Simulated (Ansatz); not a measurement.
Computed with Ansatz on PBE0-D4/def2-TZVP structures; ΔE is electronic, products minus reactants. CBS: MP2 limit from def2 TZ/QZ plus the TZ coupled-cluster correction, frozen cores. This one scheme is used for every species. Functionals use def2-TZVPP. HSE06 is defined as in plane-wave codes. Each species was taken in one conformer, which may not be the lowest.

Reaction (silylene formation by 1,1-elimination): `CC[SiH2]CC` → `CC[Si]CC` + H₂

`CC[SiH2]CC`:

Z-matrix (Å, degrees):
```
C
C 1 1.526
H 1 1.093 2 111.5
H 1 1.093 2 111.7 3 120.1
H 1 1.094 2 111.4 3 -119.7
Si 2 1.879 1 113.7 3 61.3
H 2 1.095 1 110.4 3 -177.3
H 2 1.096 1 110.4 3 -60.8
C 6 1.879 2 111.7 1 -57.5
H 6 1.493 2 109.3 1 63.6
H 6 1.493 2 109.3 1 -178.5
C 9 1.526 6 113.7 2 -57.5
H 9 1.096 6 108.4 2 65.6
H 9 1.095 6 107.9 2 179.7
H 12 1.093 9 111.7 6 -178.7
H 12 1.093 9 111.5 6 61.3
H 12 1.093 9 111.4 6 -58.5
```

`CC[Si]CC`:

```xyz
15

C    -1.293    0.274   -1.412
C    -0.224    1.241   -0.879
Si   -0.508    1.348    1.000
C     0.236   -0.309    1.578
C     1.345   -1.010    0.806
H    -2.300    0.550   -1.078
H    -1.315    0.266   -2.505
H    -1.112   -0.752   -1.080
H    -0.364    2.225   -1.334
H     0.774    0.887   -1.154
H     0.506   -0.191    2.634
H    -0.667   -0.946    1.617
H     2.246   -0.394    0.755
H     1.629   -1.958    1.273
H     1.048   -1.231   -0.222
```

H₂:

Cartesian coordinates in Å:
```
H 0.250 0.277 0.000
H -0.250 -0.277 0.000
```

**Question.** Is it downhill or uphill in electronic energy at CCSD(T)/CBS, and by how much? (Best estimate.)

**Answer.** The calculation gave: Uphill: ΔE = +2.64 eV.

**Question.** What do these levels give: revPBE-D4, ωB97X-V, BLYP, r2SCAN0, HSE06, HF/def2-TZVPP? (An estimate is asked.)

**Answer.** Ansatz gave: revPBE-D4 2.48, ωB97X-V 2.79, BLYP 2.41, r2SCAN0 2.84, HSE06 2.73, HF/def2-TZVPP 2.81 eV.

Largest T1 diagnostic among the species: 0.011.

Leaving LDA and LC-ωPBE aside and taking each functional with its dispersion term where it has one, the values, not all of them listed here, spread over 0.43 eV, from BLYP-D4 to r2SCAN0-D4. LDA lies +0.24 eV from PBE without D4. From r2SCAN to r2SCAN0 (25 % exact exchange), in def2-TZVPP and without D4, ΔE moves by +0.08 eV. In def2-TZVPP, CCSD(T) changes the Hartree–Fock value by −0.19 eV (the triples alone add −0.04 eV) and MP2 by −0.09 eV.
